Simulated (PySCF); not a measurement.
## Peak assignment

Bonds (- single, = double, # triple, : aromatic): C1-C2, C2-N3, N3-Si4, C2-C5, C5-C6, C6#N7, C5=C8, C8-F9. C1 carries H10, H11, H12; C2 carries H13; N3 carries H14; Si4 carries H15, H16, H17; C8 carries H18. Stereochemistry as in C[C@H](N[SiH3])/C(C#N)=C/F.

Level of theory: GFN2-xTB geometry, PBE0/pcSseg-1 with gauge-including orbitals, in PySCF (one conformer, averaged over atoms made equivalent by symmetry, fast rotation or ring inversion, no relativistic terms, no solvent model).

Shifts are taken against calculated references (same method and geometry level): 13C (σref 186.93), 1H (σref 31.72) against TMS.

Q: Assign these signals to the numbered atoms. 13C{1H} NMR (computed): δ 170.7, 118.9, 109.8, 55.0, 28.6.

A: 
170.7 → C8, alkene CH
118.9 → C6, nitrile carbon: typical of a nitrile
109.8 → C5, fully substituted alkene carbon: the olefinic region
55.0 → C2, allylic sp3 CH bonded to N: pulled downfield by the heteroatom
28.6 → C1, methyl carbon: saturated and bonded to C and H only

Q: Assign these signals to the numbered atoms. 1H NMR (500 MHz, computed): δ 7.15 (m, 1H), 4.65 (s, 3H), 3.47 (q, 1H), 1.46 (d, 3H), -0.34 (br s, 1H).

A: 
| δ (ppm) | atoms | environment | reason |
| --- | --- | --- | --- |
| 7.15 | H18 | hydrogen on an alkene CH | a vinylic proton, deshielded by the sp2 carbon and the C=C anisotropy |
| 4.65 | H15/H16/H17 | hydrogen on a silicon bonded to N | – |
| 3.47 | H13 | hydrogen on an allylic sp3 CH bonded to N | its carbon carries N, an electronegative neighbour |
| 1.46 | H10/H11/H12 | hydrogen on a methyl carbon | – |
| -0.34 | H14 | hydrogen on a nitrogen bonded to C, Si | exchangeable; this is the value without hydrogen bonding to other molecules |

The OH or NH signal is concentration- and solvent-dependent in practice; the value given is the gas-phase one. Splittings by 19F in the carbon and heteronuclear signals aren't shown, as no couplings were computed. Shifts are as computed. Against solution values, carbons near 30 ppm lie about +3 ppm off and those near 130 ppm about +5 ppm. Of 1211 compounds with measured shifts, 218 miss one by over three times the rms of a fit or turn the order of signals round; such compounds aren't used in these exercises. No couplings were computed; multiplicities are counted from neighbouring protons, with m where these are inequivalent, close in shift, in a saturated or five-membered ring or joined by F or P, and br s for small geminal =CH2 splittings.
